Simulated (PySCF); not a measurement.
MN15 on Fe⁻ (iron, charge -1), [Ar] 3d7 4s2, high-spin 4F determinant. Computed with PySCF 2.14 in aug-cc-pwCVQZ (11s10p8d5f4g3h, 185 functions), with the non-relativistic Hamiltonian (point nucleus).

```
cycle= 1 E= -1263.89798731993  delta_E= -0.123  |g|= 0.188  |ddm|= 2.57
cycle= 2 E= -1263.87802879584  delta_E= 0.02  |g|= 0.389  |ddm|= 1.21
cycle= 3 E= -1263.90647475528  delta_E= -0.0284  |g|= 0.026  |ddm|= 0.155
cycle= 4 E= -1263.90664887657  delta_E= -0.000174  |g|= 0.00989  |ddm|= 0.091
cycle= 5 E= -1263.90668246686  delta_E= -3.36e-05  |g|= 0.00147  |ddm|= 0.0215
cycle= 6 E= -1263.90668492426  delta_E= -2.46e-06  |g|= 0.000444  |ddm|= 0.0139
cycle= 7 E= -1263.90668518479  delta_E= -2.61e-07  |g|= 0.000183  |ddm|= 0.00791
cycle= 8 E= -1263.90668525066  delta_E= -6.59e-08  |g|= 3.28e-05  |ddm|= 0.00516
cycle= 9 E= -1263.90668526489  delta_E= -1.42e-08  |g|= 1.39e-05  |ddm|= 0.00285
cycle= 10 E= -1263.90668526807  delta_E= -3.19e-09  |g|= 5.5e-06  |ddm|= 0.00186
cycle= 11 E= -1263.90668526843  delta_E= -3.55e-10  |g|= 1.29e-06  |ddm|= 0.00075
converged SCF energy = -1263.90668526843  <S^2> = 3.7940169  2S+1 = 4.0219483
```

Highest occupied orbital energy: 0.072 eV; ⟨L²⟩ = 12.01; populations by l: s 8.00, p 12.00, d 7.00, f 0.00.

Can this result be used?

With care. The calculation finished and met its thresholds. At MN15 the highest occupied level has a positive energy, so only the finite basis holds that electron; in a semilocal or global hybrid functional this comes from self-interaction and does not mean that the real anion is unbound.
